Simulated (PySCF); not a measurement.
C₅H₆FNO₂.
Geometry (GFN2-xTB, Å), atoms numbered from 1 in this order:
```
atom  x, y, z in Å
C1     2.3500   -0.5303    0.3311
O2     1.0365   -0.1173    0.6243
C3     0.2586    0.0918   -0.5253
C4    -1.1316    0.4978   -0.0654
C5    -1.2054    1.7654    0.6071
N6    -1.2528    2.7758    1.1373
O7    -2.2249    0.1575   -0.8981
C8    -2.1264   -0.5404    0.2706
F9    -1.7649   -1.8327    0.1652
H10    2.8807    0.2268   -0.2573
H11    2.3519   -1.4780   -0.2192
H12    2.8460   -0.6630    1.2893
H13    0.6872    0.8897   -1.1536
H14    0.1800   -0.8254   -1.1291
H15   -2.8893   -0.4098    1.0315
```

Computed at PBE0/pcSseg-1 (PySCF, non-relativistic), with Q(17O) = −0.0256 b, Q(14N) = 0.02044 b: O2, 17O (I = 5/2): χzz = 12.62 MHz, η = 0.954; N6, 14N (I = 1): χzz = -4.866 MHz, η = 0.106; O7, 17O (I = 5/2): χzz = 12.29 MHz, η = 0.225.

Problem. Find the zero-field quadrupole resonance frequencies of 17O at O2.

Solution. From the eigenvalues of H = χ/[4I(2I − 1)] × [3Iz² − I(I + 1) + η(Ix² − Iy²)], steps between neighbouring levels, labelled as for η = 0: ±1/2↔±3/2 3.238 MHz, ±3/2↔±5/2 3.362 MHz (ether oxygen).

Problem. Find the zero-field quadrupole resonance frequencies of 14N at N6.

Solution. From ν± = (3/4)|χ|(1 ± η/3) and ν0 = |χ|η/2: ν+ 3.779 MHz, ν− 3.521 MHz, ν0 0.258 MHz (nitrile nitrogen).

Problem. Where would the pure quadrupole (NQR) lines of 17O at O7 fall for the rigid, isolated species?

Solution. From the eigenvalues of H = χ/[4I(2I − 1)] × [3Iz² − I(I + 1) + η(Ix² − Iy²)], steps between neighbouring levels, labelled as for η = 0: ±1/2↔±3/2 1.943 MHz, ±3/2↔±5/2 3.650 MHz (epoxide oxygen).

In a crystal, neighbours and librations shift these lines. GFN2-xTB bond lengths can be off by several hundredths of an ångström, more for odd bonds, and the gradients follow them. The basis is small and wasn't made for field gradients, so the couplings can be 20 % off.

One conformer stands for the species.
